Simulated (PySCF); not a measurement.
Species: TcO3(CCH), C2HO3Tc (singlet state).
Structure used (PBE0-D3(BJ)/def2-SVP), in Å, numbered top down from 1:
```
atom  x, y, z in Å
Tc1    0.5291    0.9405    0.3756
O2     0.4885    0.9100    2.0370
O3     2.0899    0.8925   -0.1922
O4    -0.2946    2.2515   -0.2287
C5    -0.3927   -0.7001   -0.2797
C6    -0.9602   -1.7039   -0.6794
H7    -1.4599   -2.5907   -1.0326
```

Computed with PySCF 2.14.0, density-fitted response routines, TDDFT wB97X-D/def2-SVPD, vertical, gas phase, core orbitals frozen in the response, def2 core potentials past Kr. Spin–orbit coupling is left out.

Kohn–Sham orbitals with the atoms that hold most of them (Löwdin shares over 4%, at most four atoms):

| orbital | ε (eV) | atoms |
| --- | --- | --- |
| HOMO-3 | -12.39 | O2 31%, O4 29%, O3 27%, Tc1 9% |
| HOMO-2 | -12.04 | O2 33%, O4 33%, O3 32% |
| HOMO-1 | -11.21 | C5 42%, C6 41%, O2 8% |
| HOMO | -11.21 | C5 42%, C6 41%, O3 6%, O4 5% |
| LUMO | -2.45 | Tc1 46%, O3 23%, O2 11%, O4 8% |
| LUMO+1 | -2.44 | Tc1 46%, O4 20%, O2 16%, C6 7% |
| LUMO+2 | -0.32 | Tc1 49%, C5 14%, O2 11%, O4 11% |

Within 0.005 eV of a neighbour in this list lie HOMO-1/HOMO and LUMO/LUMO+1 (point group found: C3v); within a degenerate set the shares of single atoms can hang on how the components are chosen.

(1) The HOMO–LUMO gap is 8.76 eV. Where does the response calculation put the lowest singlet, and from which orbitals?

## Answers

(1) S1 is at 3.86 eV (f = 0.0000), 4.90 eV below the gap, made of HOMO-2→LUMO/LUMO+1 (≥51%), HOMO-1/HOMO→LUMO/LUMO+1 (≥27%). S1/S2 lie within about 0.01 eV of each other. Its leading pair isn't HOMO and LUMO; the energies of that pair differ by 9.60 eV. Without the coupling terms of the response equations the lowest excitation would equal the gap.

For S1 the Löwdin share of technetium is at most 3% in HOMO-2 and 46% in LUMO.

Next come S2 at 3.86 eV (f 0.0000), HOMO-2→LUMO/LUMO+1 (≥51%), HOMO-1/HOMO→LUMO/LUMO+1 (≥27%); S3 at 3.98 eV (f 0.0000), HOMO-1/HOMO→LUMO/LUMO+1 (≥81%); S4 at 4.21 eV (f 0.0015), HOMO-1/HOMO→LUMO/LUMO+1 (≥61%), HOMO-2→LUMO/LUMO+1 (≥20%); S5 at 4.21 eV (f 0.0015), HOMO-1/HOMO→LUMO/LUMO+1 (≥61%), HOMO-2→LUMO/LUMO+1 (≥20%).

Orbitals of the list HOMO-3 to LUMO+2 that lie within 0.01 eV of each other are written together with a slash and their weights summed (≥ marks a lower bound); for degenerate orbitals outside that list single weights are arbitrary.

Löwdin shares depend on the basis, the more so with diffuse functions.
